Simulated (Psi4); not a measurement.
CH₅Si (SMILES [CH2][SiH3]), doublet, at a GFN2-xTB geometry; B3LYP/STO-3G (Psi4).

Here is a job for Psi4.
```
memory 2 GB

molecule mol {
0 2
  C    -0.017114    0.138611   -1.259453
  Si    0.007741   -0.066092    0.572412
  H    -0.929594    0.229158   -1.822280
  H     0.880094    0.207405   -1.849264
  H     0.033502    1.243348    1.244482
  H    -1.197921   -0.778685    1.002944
  H     1.208229   -0.807607    0.967066
}

set basis sto-3g
set reference uks
set dft_radial_points 99

energy('b3lyp')
print_variables()
```

Task: What does Psi4 print? Leave out banner, timings and long lists.

Result: 
```
   => Loading Basis Set <=

    Name: STO-3G
    Role: ORBITAL
    Keyword: BASIS

         ---------------------------------------------------------
                                   SCF
               by Justin Turney, Rob Parrish, Andy Simmonett
                          and Daniel G. A. Smith
                              UKS Reference
         ---------------------------------------------------------

  ==> Geometry <==

    Molecular point group: c1
    Full point group: C1

    Geometry (in Angstrom), charge = 0, multiplicity = 2:

       Center              X                  Y                   Z               Mass
    ------------   -----------------  -----------------  -----------------  -----------------
         C           -0.017235442545     0.140640663940    -1.269233156374    12.000000000000
         SI           0.007619557455    -0.064062336060     0.562631843626    27.976926534650
         H           -0.929715442545     0.231187663940    -1.832060156374     1.007825032230
         H            0.879972557455     0.209434663940    -1.859044156374     1.007825032230
         H            0.033380557455     1.245377663940     1.234701843626     1.007825032230
         H           -1.198042442545    -0.776655336060     0.993163843626     1.007825032230
         H            1.208107557455    -0.805577336060     0.957285843626     1.007825032230

  Running in c1 symmetry.

  Rotational constants: A =      2.27758  B =      0.40340  C =      0.38730 [cm^-1]
  Rotational constants: A =  68280.02557  B =  12093.65814  C =  11610.96625 [MHz]
  Nuclear repulsion =   56.297501309716409

  Charge       = 0
  Multiplicity = 2
  Electrons    = 25
  Nalpha       = 13
  Nbeta        = 12

  ==> Algorithm <==

  SCF Algorithm Type is DF.
  DIIS enabled.
  MOM disabled.
  Fractional occupation disabled.
  Guess Type is SAD.
  Energy threshold   = 1.00e-06
  Density threshold  = 1.00e-06
  Integral threshold = 1.00e-12

  ==> Primary Basis <==

  Basis Set: STO-3G
    Blend: STO-3G
    Number of shells: 13
    Number of basis functions: 19
    Number of Cartesian functions: 19
    Spherical Harmonics?: true
    Max angular momentum: 1

  ==> DFT Potential <==

   => LibXC <=

    Version 7.1.2
    S. Lehtola, C. Steigemann, M. J. T. Oliveira, and M. A. L. Marques,  SoftwareX 7, 1–5 (2018) (10.1016/j.softx.2017.11.002)

   => Composite Functional: B3LYP <=

    B3LYP Hyb-GGA Exchange-Correlation Functional

    P. J. Stephens, F. J. Devlin, C. F. Chabalowski, and M. J. Frisch,  J. Phys. Chem. 98, 11623 (1994) (10.1021/j100096a001)

    Deriv               =              1
    GGA                 =           TRUE
    Meta                =          FALSE

    Exchange Hybrid     =           TRUE
    MP2 Hybrid          =          FALSE

   => Exchange Functionals <=

    0.0800   Slater exchange
    0.7200         Becke 88

   => Exact (HF) Exchange <=

    0.2000               HF

   => Correlation Functionals <=

    0.1900   Vosko, Wilk & Nusair (VWN5_RPA)
    0.8100   Lee, Yang & Parr

   => LibXC Density Thresholds  <==

    XC_HYB_GGA_XC_B3LYP:  1.00E-15

   => Molecular Quadrature <=

    Radial Scheme          =       TREUTLER
    Pruning Scheme         =           NONE
    Nuclear Scheme         =       TREUTLER

    Blocking Scheme        =         OCTREE
    BS radius alpha        =              1
    Pruning alpha          =              1
    Radial Points          =             99
    Spherical Points       =            302
    Total Points           =         197746
    Total Blocks           =           1534
    Max Points             =            256
    Max Functions          =             19
    Weights Tolerance      =       1.00E-15

   => Loading Basis Set <=

    Name: (STO-3G AUX)
    Role: JKFIT
    Keyword: DF_BASIS_SCF

  ==> Integral Setup <==

  SCF_SUBTYPE=INCORE selected. In-core MEM_DF algorithm will be used.
  Using in-core AOs.

  ==> MemDFJK: Density-Fitted J/K Matrices <==

[...]
    Spherical Harmonics?: true
    Max angular momentum: 4

  Minimum eigenvalue in the overlap matrix is 2.5574056754E-01.
  Reciprocal condition number of the overlap matrix is 1.2178907146E-01.
    Using symmetric orthogonalization.

  ==> Pre-Iterations <==

  SCF Guess: Superposition of Atomic Densities via on-the-fly atomic UHF (no occupation information).

   -------------------------
    Irrep   Nso     Nmo
   -------------------------
     A         19      19
   -------------------------
    Total      19      19
   -------------------------

  ==> Iterations <==

                           Total Energy        Delta E     RMS |[F,P]|

   @DF-UKS iter SAD:  -325.26444816560019   -3.25264e+02   0.00000e+00
   @DF-UKS iter   1:  -326.68563560102911   -1.42119e+00   8.64405e-03 ADIIS/DIIS
   @DF-UKS iter   2:  -326.69935318974609   -1.37176e-02   5.27073e-03 ADIIS/DIIS
   @DF-UKS iter   3:  -326.70695795594099   -7.60477e-03   4.71275e-04 ADIIS/DIIS
   @DF-UKS iter   4:  -326.70703718199428   -7.92261e-05   2.07474e-04 ADIIS/DIIS
   @DF-UKS iter   5:  -326.70705151896311   -1.43370e-05   4.11550e-05 DIIS
   @DF-UKS iter   6:  -326.70705230728294   -7.88320e-07   3.77180e-06 DIIS
   @DF-UKS iter   7:  -326.70705231526341   -7.98047e-09   7.76206e-07 DIIS
  Energy and wave function converged.

  ==> Post-Iterations <==

   Electrons on quadrature grid:
      Nalpha   =   13.0000008923 ; deviation = 8.923e-07
      Nbeta    =   12.0000001150 ; deviation = 1.150e-07
      Ntotal   =   25.0000010073 ; deviation = 1.007e-06

   @Spin Contamination Metric:   4.479822957E-03
   @S^2 Expected:                7.500000000E-01
   @S^2 Observed:                7.544798230E-01
   @S   Expected:                5.000000000E-01
   @S   Observed:                5.000000000E-01

    Orbital Energies [Eh]
    ---------------------

    Alpha Occupied:

[...]
      13A     -0.149711

    Alpha Virtual:

[...]
    Beta Occupied:

[...]
    Beta Virtual:

[...]
      19A      0.554094

    Final Occupation by Irrep:
              A
    DOCC [    12 ]
    SOCC [     1 ]
    NA   [    13 ]
    NB   [    12 ]

  @DF-UKS Final Energy:  -326.70705231526341

   => Energetics <=

    Nuclear Repulsion Energy =             56.2975013097164094
    One-Electron Energy =                -563.7999532397017219
    Two-Electron Energy =                 203.5951547443551419
    DFT Exchange-Correlation Energy =     -22.7997551296332297
    Empirical Dispersion Energy =           0.0000000000000000
    VV10 Nonlocal Energy =                  0.0000000000000000
    Total Energy =                       -326.7070523152634678

  UHF NO Occupations:
  HONO-2 :   11  A 1.9995878
  HONO-1 :   12  A 1.9986827
  HONO-0 :   13  A 1.0000000
  LUNO+0 :   14  A 0.0013173
  LUNO+1 :   15  A 0.0004122
  LUNO+2 :   16  A 0.0003632
  LUNO+3 :   17  A 0.0001327

Computation Completed

Properties will be evaluated at   0.000000,   0.000000,   0.000000 [a0]

Properties computed using the SCF density matrix

 Multipole Moments:

 ------------------------------------------------------------------------------------
     Multipole            Electronic (a.u.)      Nuclear  (a.u.)        Total (a.u.)
 ------------------------------------------------------------------------------------

 L = 1.  Multiply by 2.5417464519 to convert [e a0] to [Debye]
 Dipole X            :          0.0054882           -0.0057373           -0.0002491
 Dipole Y            :         -0.0912597            0.0958821            0.0046224
 Dipole Z            :          0.4416049           -0.4620492           -0.0204443
 Magnitude           :                                                    0.0209618

 ------------------------------------------------------------------------------------

  Variable Map:
  ----------------------------------------------------------------------------
[...]
  Array Variable Map:
  ----------------------------------------------------------------------------
[...]
[...]
```
